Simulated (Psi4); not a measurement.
C$_{5}$H$_{5}$N, charge -1, doublet, geometry from GFN2-xTB (a state made from the parent by changing its charge; the spin is typed, not shown lowest) (a gas-phase anion, which may not be bound at this level); BLYP/STO-3G (Psi4 1.11).

Psi4 was given this input:
```
memory 2 GB

molecule mol {
-1 2
  C    -0.469262    1.338670    0.044168
  C    -1.340633    0.231485   -0.156907
  C    -0.839808   -1.031425   -0.190982
  N     0.483385   -1.378957   -0.045497
  C     1.303472   -0.291274    0.147341
  C     0.906334    1.007443    0.197784
  H    -0.827529    2.360703    0.077889
  H    -2.410489    0.400801   -0.283336
  H    -1.503993   -1.885674   -0.345060
  H     2.358447   -0.551836    0.264637
  H     1.639251    1.799320    0.355927
}

set basis sto-3g
set reference uks
set scf_type out_of_core

energy('blyp')
print_variables()
```

The log (banner, timings and long lists left out):

```
   => Loading Basis Set <=

    Name: STO-3G
    Role: ORBITAL
    Keyword: BASIS

         ---------------------------------------------------------
                                   SCF
               by Justin Turney, Rob Parrish, Andy Simmonett
                          and Daniel G. A. Smith
                              UKS Reference
         ---------------------------------------------------------

  ==> Geometry <==

    Molecular point group: c1
    Full point group: C1

    Geometry (in Angstrom), charge = -1, multiplicity = 2:

       Center              X                  Y                   Z               Mass
    ------------   -----------------  -----------------  -----------------  -----------------
         C           -0.478623767034     1.365376239727     0.045049107313    12.000000000000
         C           -1.349994767034     0.258191239727    -0.156025892687    12.000000000000
         C           -0.849169767034    -1.004718760273    -0.190100892687    12.000000000000
         N            0.474023232966    -1.352250760273    -0.044615892687    14.003074004430
         C            1.294110232966    -0.264567760273     0.148222107313    12.000000000000
         C            0.896972232966     1.034149239727     0.198665107313    12.000000000000
         H           -0.836890767034     2.387409239727     0.078770107313     1.007825032230
         H           -2.419850767034     0.427507239727    -0.282454892687     1.007825032230
         H           -1.513354767034    -1.858967760273    -0.344178892687     1.007825032230
         H            2.349085232966    -0.525129760273     0.265518107313     1.007825032230
         H            1.629889232966     1.826026239727     0.356808107313     1.007825032230

  Running in c1 symmetry.

  Rotational constants: A =      0.20008  B =      0.19026  C =      0.09752 [cm^-1]
  Rotational constants: A =   5998.30918  B =   5703.76047  C =   2923.66392 [MHz]
  Nuclear repulsion =  204.608267651100533

  Charge       = -1
  Multiplicity = 2
  Electrons    = 43
  Nalpha       = 22
  Nbeta        = 21

  ==> Algorithm <==

  SCF Algorithm Type is OUT_OF_CORE.
  DIIS enabled.
  MOM disabled.
  Fractional occupation disabled.
  Guess Type is SAD.
  Energy threshold   = 1.00e-06
  Density threshold  = 1.00e-06
  Integral threshold = 1.00e-12

  ==> Primary Basis <==

  Basis Set: STO-3G
    Blend: STO-3G
    Number of shells: 23
    Number of basis functions: 35
[...]
      Ntotal   =   43.0000151407 ; deviation = 1.514e-05

   @Spin Contamination Metric:   4.689606124E-03
   @S^2 Expected:                7.500000000E-01
   @S^2 Observed:                7.546896061E-01
   @S   Expected:                5.000000000E-01
   @S   Observed:                5.000000000E-01

    Orbital Energies [Eh]
    ---------------------

    Alpha Occupied:

[...]
      22A      0.297703

    Alpha Virtual:

[...]
      35A      0.979172

    Beta Occupied:

[...]
    Beta Virtual:

[...]
    Final Occupation by Irrep:
              A
    DOCC [    21 ]
    SOCC [     1 ]
    NA   [    22 ]
    NB   [    21 ]

  @UKS Final Energy:  -244.89082448247723

   => Energetics <=

    Nuclear Repulsion Energy =            204.6082676511005332
    One-Electron Energy =                -747.8401546522779881
    Two-Electron Energy =                 334.5949062409795260
    DFT Exchange-Correlation Energy =     -36.2538437222792851
    Empirical Dispersion Energy =           0.0000000000000000
    VV10 Nonlocal Energy =                  0.0000000000000000
    Total Energy =                       -244.8908244824772282

  UHF NO Occupations:
  HONO-2 :   20  A 1.9998331
  HONO-1 :   21  A 1.9980270
  HONO-0 :   22  A 1.0000000
  LUNO+0 :   23  A 0.0019730
  LUNO+1 :   24  A 0.0001669
  LUNO+2 :   25  A 0.0000722
  LUNO+3 :   26  A 0.0000444

Computation Completed

Properties will be evaluated at   0.000000,   0.000000,   0.000000 [a0]

Properties computed using the SCF density matrix

 Multipole Moments:

 ------------------------------------------------------------------------------------
     Multipole            Electronic (a.u.)      Nuclear  (a.u.)        Total (a.u.)
 ------------------------------------------------------------------------------------

 L = 1.  Multiply by 2.5417464519 to convert [e a0] to [Debye]
 Dipole X            :          0.5782725           -0.7430294           -0.1647569
 Dipole Y            :         -1.6496513            2.1196511            0.4699998
 Dipole Z            :         -0.0544290            0.0699359            0.0155069
 Magnitude           :                                                    0.4982822

 ------------------------------------------------------------------------------------

  Variable Map:
  ----------------------------------------------------------------------------
[...]
  Array Variable Map:
  ----------------------------------------------------------------------------
[...]
[...]
```
